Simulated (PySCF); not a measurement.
Telling isomers of C$_{5}$H$_{11}$PSi apart by NMR

PySCF calculation with GFN2-xTB structure and shieldings: GIAO PBE0/pcSseg-1; isolated molecule, single conformer, one averaged value for each set of equivalent atoms, relativity neglected.

Referencing at the same level of theory: TMS for $^{1}$H, $^{13}$C. Splittings of carbon signals by F and P are missing where no couplings were computed. Where no couplings were computed, multiplicities follow the n + 1 count of equivalent neighbours, and m marks all less simple cases (inequivalent or close neighbours, rings, F or P nearby). Shifts are as computed. Against solution values, carbons near 30 ppm lie about +3 ppm off and those near 130 ppm about +5 ppm. Of 1211 compounds with measured shifts, 218 miss one by over three times the rms of a fit or turn the order of signals round; such compounds aren't used in these exercises.

(1) Tabulate the signals of `CC1=C(C)P1C[SiH3]`, `C[Si](C)(C)CC#P` and their relative energies.

(2) What is the quickest way to tell CC1=C(C)P1C[SiH3] from C[Si](C)(C)CC#P?

Results:

(1) 
| SMILES | carbon types | δC | δH | E rel. (kcal/mol) |
| --- | --- | --- | --- | --- |
| CC1=C(C)P1C[SiH3] | 2×C 1×CH2 2×CH3 | 134.0, 17.8, 15.0 | 3.87 (m, 3H), 2.51 (m, 6H), 0.15 (m, 2H) | 35.1 |
| C[Si](C)(C)CC#P | 1×C 1×CH2 3×CH3 | 187.1, 23.9, -2.4 | 2.23 (m, 2H), 0.20 (s, 9H) | 0.0 |

Energies are electronic energies at PBE0/pcSseg-1 on these geometries, without zero-point or thermal terms, each for the one conformer computed, which needn't be the lowest.

(2) Both give the same number of carbon signals, but DEPT or the intensities differ. The first has a fully substituted alkene carbon (C) at 134.0 ppm, the second a carbon bonded to C, P (C) at 187.1 ppm. In the proton spectra the most deshielded non-exchanging signals are 3.87 (m, 3H) and 2.23 (m, 2H).
